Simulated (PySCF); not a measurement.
PySCF input file for C3H5FOSi, SMILES C1=CCO[Si@H]1F, B3LYP-D3(BJ)/def2-SVP. Geometry: B3LYP-D3(BJ)/def2-SVP. The structure was generated by enumeration; whether it is a known compound was not checked. One conformer was computed; it need not be the lowest.

```python
import numpy as np
from pyscf import gto, scf, dft, df
from pyscf.hessian import thermo

mol = gto.M(
    atom='''
    F     1.75225670    0.07996305   -1.16710158
    Si    0.88683286    0.00255302    0.20842143
    C    -0.38125519    1.34750241    0.34996529
    C    -1.57833249    0.74006827    0.25675300
    C    -1.56899694   -0.76320596    0.11633905
    O    -0.23442987   -1.23546596    0.14317375
    H     1.89001815   -0.21197600    1.27241742
    H    -0.28181983    2.43022508    0.44873351
    H    -2.54244978    1.26240894    0.27003749
    H    -2.06284509   -1.06600937   -0.82713223
    H    -2.14192728   -1.23251904    0.93822383
    ''',
    basis='def2-SVP',
    charge=0,
    spin=0,
    max_memory=1600,
    verbose=3,
)
mf = dft.RKS(mol, xc='b3lyp').density_fit(auxbasis='def2-universal-jkfit')
mf.disp = 'd3bj'
mf.grids.level = 3
mf.conv_tol = 1e-11
mf.max_cycle = 100
mf.kernel()

# [left out here: the lines that compute and print the analytic Hessian (its translational invariance restored by hand, since the grid's response is missing), thermochemistry and intensities]
```

Log of the run:

```
[...]
Mode                                 6                   7                   8
Irrep
Freq [cm^-1]                      687.8332            719.7088            781.8252
Reduced mass [au]                   5.0273              1.3497              6.4896
Force const [Dyne/A]                1.4014              0.4119              2.3372
Char temp [K]                     989.6388           1035.5008           1124.8723
Normal mode                   x     y     z       x     y     z       x     y     z
       0   F                 0.00  0.01 -0.01    0.01  0.01 -0.01    0.04  0.00 -0.07
       1  Si                 0.02 -0.08  0.01    0.01  0.00  0.00    0.05  0.04  0.06
       2   C                -0.10  0.06 -0.02    0.01 -0.08  0.04   -0.02  0.11 -0.00
       3   C                -0.11  0.10 -0.01   -0.04  0.04  0.02    0.03 -0.02 -0.00
       4   C                 0.07  0.08 -0.00   -0.03  0.04  0.02   -0.07 -0.02 -0.01
       5   O                 0.07 -0.05 -0.00    0.01 -0.07 -0.02   -0.06 -0.13 -0.01
       6   H                 0.04  0.03  0.02    0.09  0.71  0.07    0.07  0.00  0.03
       7   H                -0.04  0.04  0.19    0.16 -0.07 -0.25   -0.18  0.12  0.05
       8   H                -0.18 -0.04  0.17   -0.00  0.12 -0.26    0.01 -0.05  0.04
       9   H                 0.08 -0.03  0.03    0.02  0.14 -0.03   -0.13  0.04  0.00
      10   H                 0.11  0.11  0.04   -0.05 -0.06 -0.05   -0.14  0.07  0.00
Mode                                 9                  10                  11
Irrep
Freq [cm^-1]                      866.5000            877.9674            917.6331
Reduced mass [au]                   1.9354              1.8148              2.5898
Force const [Dyne/A]                0.8561              0.8242              1.2849
Char temp [K]                    1246.7005           1263.1997           1320.2697
Normal mode                   x     y     z       x     y     z       x     y     z
       0   F                -0.01 -0.01  0.05    0.04 -0.00 -0.09   -0.01  0.00  0.01
       1  Si                 0.01  0.08 -0.01   -0.03  0.04  0.04    0.01  0.01 -0.01
       2   C                 0.00 -0.08 -0.03    0.01 -0.09 -0.00   -0.03 -0.07 -0.01
       3   C                -0.06  0.04 -0.00   -0.05  0.04  0.01    0.04 -0.11 -0.01
       4   C                 0.01  0.02  0.00    0.03  0.01 -0.00    0.08  0.16  0.02
       5   O                 0.01 -0.09 -0.01    0.02 -0.02  0.01   -0.04 -0.02  0.00
       6   H                 0.34 -0.35 -0.40   -0.46 -0.30  0.38   -0.06 -0.01  0.05
       7   H                 0.22 -0.11  0.04    0.23 -0.11 -0.03   -0.21 -0.06 -0.02
       8   H                -0.02  0.11  0.06   -0.01  0.10  0.01   -0.06 -0.31 -0.03
       9   H                -0.02  0.05  0.01    0.01 -0.00  0.01   -0.04  0.29  0.03
      10   H                -0.03  0.06 -0.00    0.05  0.01  0.01   -0.04  0.29  0.02
Mode                                12                  13                  14
Irrep
Freq [cm^-1]                      938.7510            983.2112           1032.0285
Reduced mass [au]                   2.9873              1.2337              1.6803
Force const [Dyne/A]                1.5510              0.7027              1.0544
Char temp [K]                    1350.6536           1414.6220           1484.8592
Normal mode                   x     y     z       x     y     z       x     y     z
       0   F                 0.07  0.00 -0.08    0.00 -0.00 -0.00    0.00 -0.00 -0.00
       1  Si                -0.09 -0.02  0.08   -0.01 -0.00  0.01   -0.00 -0.00  0.00
       2   C                 0.01 -0.01 -0.02   -0.00 -0.01  0.07    0.00  0.00 -0.05
       3   C                 0.02 -0.02 -0.01    0.00  0.00 -0.00   -0.00 -0.01  0.14
       4   C                 0.04  0.01  0.01    0.00  0.01 -0.10   -0.00  0.02 -0.12
       5   O                -0.01  0.05 -0.01    0.00 -0.00  0.02    0.01 -0.00  0.02
       6   H                 0.38  0.09 -0.34    0.06  0.02 -0.05    0.03  0.01 -0.03
       7   H                 0.11 -0.03  0.07    0.02  0.06 -0.63   -0.03 -0.02  0.18
       8   H                -0.02 -0.10  0.01   -0.02 -0.04  0.42    0.03  0.06 -0.51
       9   H                 0.07  0.01 -0.01   -0.14 -0.28  0.07   -0.23 -0.26  0.10
      10   H                 0.03 -0.01 -0.01    0.14  0.26  0.14    0.21  0.24  0.17
Mode                                15                  16                  17
Irrep
Freq [cm^-1]                     1061.4222           1153.4209           1224.5031
Reduced mass [au]                   1.5201              2.5681              1.0813
Force const [Dyne/A]                1.0090              2.0130              0.9553
Char temp [K]                    1527.1502           1659.5159           1761.7874
Normal mode                   x     y     z       x     y     z       x     y     z
       0   F                -0.01  0.00  0.01   -0.00 -0.00 -0.00    0.00  0.00 -0.00
       1  Si                 0.03  0.01 -0.01   -0.01 -0.01 -0.00   -0.00 -0.00 -0.00
       2   C                -0.00  0.05  0.01    0.01  0.03  0.00   -0.00  0.00 -0.00
       3   C                -0.03  0.00  0.01    0.01 -0.05 -0.01    0.00 -0.01  0.04
       4   C                 0.08 -0.06 -0.01   -0.16  0.05 -0.00   -0.02  0.00  0.04
       5   O                -0.10  0.01 -0.00    0.13  0.01  0.01    0.01  0.00 -0.04
       6   H                -0.02  0.07  0.06   -0.01 -0.07 -0.00   -0.02 -0.02  0.02
       7   H                 0.62  0.00  0.02    0.34 -0.00  0.01    0.02  0.00 -0.03
       8   H                -0.26 -0.41 -0.08   -0.16 -0.36 -0.02   -0.00 -0.01 -0.07
       9   H                -0.00 -0.03  0.02   -0.18  0.13 -0.01    0.51 -0.42 -0.08
      10   H                 0.01  0.01 -0.00   -0.12  0.04  0.02   -0.52  0.44 -0.04
Mode                                18                  19                  20
Irrep
Freq [cm^-1]                     1319.8943           1363.8838           1467.3605
Reduced mass [au]                   1.4622              1.5390              1.0829
Force const [Dyne/A]                1.5008              1.6867              1.3737
Char temp [K]                    1899.0340           1962.3251           2111.2051
Normal mode                   x     y     z       x     y     z       x     y     z
       0   F                 0.00 -0.00 -0.00    0.00  0.00 -0.00   -0.00 -0.00  0.00
       1  Si                -0.01  0.01  0.00   -0.01 -0.01  0.00    0.00  0.01 -0.00
       2   C                 0.12 -0.04 -0.00    0.03 -0.03 -0.00   -0.00 -0.00 -0.00
       3   C                -0.02  0.09  0.01   -0.02  0.08  0.01    0.01  0.00 -0.00
       4   C                -0.03  0.02  0.00    0.04 -0.14 -0.01   -0.07 -0.03 -0.01
       5   O                -0.01 -0.01 -0.00    0.03  0.03  0.00   -0.02 -0.01 -0.00
       6   H                -0.00 -0.03 -0.02    0.00  0.02 -0.01   -0.00 -0.01  0.01
       7   H                -0.41  0.01 -0.01   -0.20 -0.01 -0.01    0.01 -0.00  0.00
       8   H                -0.35 -0.49 -0.06   -0.12 -0.09 -0.01   -0.02 -0.04 -0.00
       9   H                 0.09 -0.23  0.02   -0.26  0.45 -0.05    0.50  0.26 -0.37
      10   H                 0.09 -0.22 -0.05   -0.27  0.44  0.11    0.47  0.17  0.45
Mode                                21                  22                  23
Irrep
Freq [cm^-1]                     1631.4863           2294.1745           3005.3649
Reduced mass [au]                   6.7465              1.0423              1.0594
Force const [Dyne/A]               10.5802              3.2322              5.6377
Char temp [K]                    2347.3456           3300.8064           4324.0509
Normal mode                   x     y     z       x     y     z       x     y     z
       0   F                -0.00  0.00  0.00    0.00 -0.00  0.00    0.00  0.00 -0.00
       1  Si                -0.00 -0.00 -0.00    0.02 -0.00  0.02   -0.00 -0.00 -0.00
       2   C                 0.16  0.07  0.01   -0.00  0.00 -0.00   -0.00  0.00  0.00
       3   C                -0.17 -0.12 -0.02    0.00 -0.00  0.00   -0.00  0.00  0.00
       4   C                 0.02  0.02  0.00   -0.00  0.00  0.00    0.05  0.04  0.02
       5   O                 0.00 -0.00 -0.00    0.00 -0.00 -0.00    0.00 -0.00 -0.00
       6   H                -0.00  0.02 -0.00   -0.66  0.14 -0.71    0.00  0.00  0.00
       7   H                -0.02  0.12  0.01    0.01  0.00  0.00   -0.00 -0.01 -0.00
       8   H                -0.02  0.20  0.02    0.00  0.00  0.00    0.03 -0.01  0.00
       9   H                 0.01  0.08 -0.02    0.00 -0.00 -0.00   -0.32 -0.20 -0.66
      10   H                 0.00  0.08  0.03   -0.00 -0.00  0.00   -0.30 -0.25  0.46
Mode                                24                  25                  26
Irrep
Freq [cm^-1]                     3040.0223           3152.7492           3210.3098
Reduced mass [au]                   1.1062              1.0911              1.0970
Force const [Dyne/A]                6.0231              6.3898              6.6609
Char temp [K]                    4373.9153           4536.1041           4618.9210
Normal mode                   x     y     z       x     y     z       x     y     z
       0   F                -0.00 -0.00  0.00    0.00  0.00 -0.00    0.00 -0.00 -0.00
       1  Si                -0.00 -0.00 -0.00   -0.00 -0.00  0.00   -0.00  0.00  0.00
       2   C                -0.00  0.00 -0.00   -0.00  0.01  0.00   -0.01 -0.08 -0.01
       3   C                -0.00  0.00 -0.00    0.07 -0.04 -0.00    0.02 -0.00  0.00
       4   C                 0.01  0.01 -0.09    0.00  0.00  0.00    0.00  0.00  0.00
       5   O                 0.00 -0.00  0.00   -0.00  0.00  0.00   -0.00  0.00  0.00
       6   H                 0.00  0.00  0.00    0.00  0.00  0.00    0.00 -0.00  0.00
       7   H                -0.00 -0.00 -0.00   -0.01 -0.16 -0.01    0.08  0.93  0.09
       8   H                 0.00 -0.00  0.00   -0.82  0.45  0.01   -0.13  0.07  0.00
       9   H                 0.26  0.17  0.50   -0.01 -0.01 -0.02   -0.00 -0.00 -0.01
      10   H                -0.38 -0.33  0.55   -0.01 -0.01  0.02   -0.00 -0.00  0.00
temperature 298.1500 [K]
pressure 101325.00 [Pa]
Rotational constants [GHz] 5.54017 2.60272 2.07247
Symmetry number 1
Zero-point energy (ZPE) 0.07745 [Eh]   203342.505 [J/mol]
                           tot       elec      trans        rot        vib
Entropy [J/mol/K]       320.048      0.000    166.688    112.039     41.322
Cv [J/mol/K]             88.241      0.000     12.472     12.472     63.297
Cp [J/mol/K]             96.555      0.000     20.786     12.472     63.297
Internal energy [J/mol]                      3718.434   3718.434 211035.650
Internal energy [Eh]   -581.60333  -581.68654
Enthalpy [J/mol]                             6197.391   3718.434 211035.650
Enthalpy [Eh]          -581.60239
Gibbs free energy [J/mol]                  -43500.591 -29685.915 198715.555
Gibbs free energy [Eh] -581.63873
mode   freq/cm-1   IR/(km/mol)
   1      134.72         2.737
   2      219.65         3.396
   3      314.41        15.798
   4      403.30         6.004
   5      519.39        44.439
   6      674.70        32.004
   7      687.83        17.733
   8      719.71         9.135
   9      781.83        42.196
  10      866.50       106.841
  11      877.97        38.617
  12      917.63         5.163
  13      938.75       231.828
  14      983.21         3.197
  15     1032.03         4.395
  16     1061.42       112.945
  17     1153.42        80.607
  18     1224.50         1.243
  19     1319.89        11.679
  20     1363.88         3.198
  21     1467.36         4.362
  22     1631.49        32.242
  23     2294.17       146.575
  24     3005.36        39.421
  25     3040.02        21.147
  26     3152.75        10.425
  27     3210.31         1.355
max |gradient| / (hartree/bohr): 3.914333760898938e-05
APT charges: [-0.6488  1.713  -0.4321  0.0548  0.4128 -0.8472 -0.278   0.0569  0.0317
 -0.0339 -0.0292]
```

Self-consistency was reached.
